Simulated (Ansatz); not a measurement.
The first iterations of a band of Cl$_{2}$H$_{2}$OZn (6 atoms, charge 0, multiplicity 1).

Computed with RHF/def2-SVP (Ansatz 0.2.0).

```json
{
  "movable images": "7",
  "climbing image": "yes",
  "spring": "5.0 eV/Å²",
  "optimiser": "quadratic models (default)",
  "start path": "through a guess of the saddle point",
  "force threshold": "0.03 eV/Å",
  "iteration limit": "60",
  "end points": "relaxed"
}
```

First end point:

```xyz
6
Properties=species:S:1:pos:R:3
Zn 0.066 0.016 0.257
Cl 0.946 0.152 2.237
Cl 0.083 -0.018 -1.914
O -1.989 -0.220 0.705
H -2.684 -0.312 0.066
H -2.351 -0.248 1.580
```

Last end point:

```xyz
6
Properties=species:S:1:pos:R:3
Zn -0.636 -0.078 -0.391
Cl 0.162 0.061 2.294
Cl 0.832 0.070 -1.942
O -2.148 -0.240 0.598
H -3.024 -0.349 0.265
H -1.116 -0.093 2.108
```

| iteration | highest image above the first end (eV) | largest band force component (eV/Å) |
| --- | --- | --- |
| 1 | 2.529 | 3.930 |
| 2 | 1.925 | 2.425 |
| 3 | 1.831 | 5.025 |
| 4 | 1.753 | 1.931 |
| 5 | 1.738 | 6.174 |
| 6 | 1.724 | 0.621 |

Does the band converge within its limit, and where does its top end?

The forces met the threshold. It ended after 19 iterations with the highest image 1.721 eV above the first end. A vibrational analysis at the climbing image gives one clearly imaginary mode, 471i cm⁻¹: a first-order saddle point. The orbitals stay closed-shell, which can raise the energy where a bond breaks towards radicals; this wasn't checked here.

Time of the run: 5.7 min on 1 thread of Intel(R) Xeon(R) Platinum 8259CL CPU @ 2.50GHz (Skylake/Cascade Lake), with other jobs on the host, peak memory 0.23 GiB.
